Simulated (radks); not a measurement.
Species: Eu62+. Configuration: 1s1.

Method: Dirac Kohn-Sham, LB94 model potential, spin-unpolarised, spherical densities, finite nucleus; Fermi nuclear charge, rms radius 5.1115 fm; computed with a radial shooting solver on a logarithmic mesh with Libxc functionals.

Energy parts (eV):
| part | energy |
|---|---|
| kinetic | 64235.32 |
| electron-nucleus | -121428.86 |
| Hartree | 583.16 |
(The LB94 potential has no energy functional, so no total or exchange-correlation energy is given.)

Orbitals (lengths in bohr, moments of r in powers of bohr; <r^-3> diverges for s and p1/2):
orbital  occ.  eigenvalue (eV)  <r^-3>
1s1/2       1        -56907.52       -
2s1/2       0        -14403.66       -
2p1/2       0        -14384.85       -
2p3/2       0        -13572.72   11600

The highest occupied level is 1s1/2 at -56908 eV. The electron density at the nucleus is 2.51e+05 e/bohr^3. The density falls to 0.001 e/bohr^3 at r = 0.14 bohr.
